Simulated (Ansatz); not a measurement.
ClHSi (SMILES [SiH]Cl) moved off its minimum; all values from Ansatz (an electronic-structure program), cores frozen in correlated methods.
(charge 0, multiplicity 1)
```xyz
3

Si     0.73169    -0.32260     0.77043
H      1.82582    -0.49923    -0.36572
Cl    -0.75703     0.25855    -0.64452
```

Forces at B3LYP/def2-TZVPP (eV/Å):

| atom | Fx | Fy | Fz |
|---|---|---|---|
| Si1 | 0.173 | 0.078 | -1.101 |
| H2 | -0.446 | 0.047 | 0.681 |
| Cl3 | 0.273 | -0.125 | 0.420 |

Q: Give the forces (eV/Å), the total energy and the dipole at CCSD(T)/aug-cc-pV(T+d)Z.

A: 
```tsv
atom	Fx	Fy	Fz
Si1	0.154	0.097	-1.222
H2	-0.501	0.056	0.735
Cl3	0.347	-0.154	0.488
```
Energy -749.3863 hartree, dipole 1.37 D.

Doubts at one or more of the structures used: a restricted determinant that unrestricted orbitals would lower (CCSD(T)/aug-cc-pV(T+d)Z).
